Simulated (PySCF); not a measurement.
Working with the constants of AlTl

UHF-CCSD(T) constants of AlTl, ³Π (triplet), unpaired electrons σ ↑, π ↑ (Al def2-SVP, Tl def2-SVP with ECP60; scalar-relativistic core potentials (PySCF 2.14); masses 26.9815 and 204.9744 u):

| Item | Value |
| --- | --- |
| ωe | 187.7 cm⁻¹ |
| ωexe | 0.78 cm⁻¹ |
| Be | 0.083018 cm⁻¹ |
| αe | 0.000484 cm⁻¹ |
| De to Al + Tl | 1.10 eV |

Question: What force constant and bond length do these constants imply?

Answer: Reduced mass μred = 23.843 u; k = 5.8918×10⁻⁷·μred·ωe² (u, cm⁻¹, mdyn/Å) = 0.495 mdyn/Å; Re = √(16.8576/(μred·Be)) (u, cm⁻¹, Å) = 2.918 Å.

Question: Estimate the centrifugal constant D from the Kratzer relation and find the Dunham coefficient a1.

Answer: D = 4Be³/ωe² = 6.5e-08 cm⁻¹; a1 = −1 − αeωe/(6Be²) = -3.20.

Correlated steps freeze 9 core orbitals. Correlated levels converge slowly with the basis: in double zeta they bind strong bonds too weakly, by up to about 1 eV, and carry superposition errors of some tenths. Spin–orbit coupling is left out, which matters for elements this heavy, above all for dissociation energies. The state is the lowest determinant that a PBE0 search found; another state may lie lower at other levels.
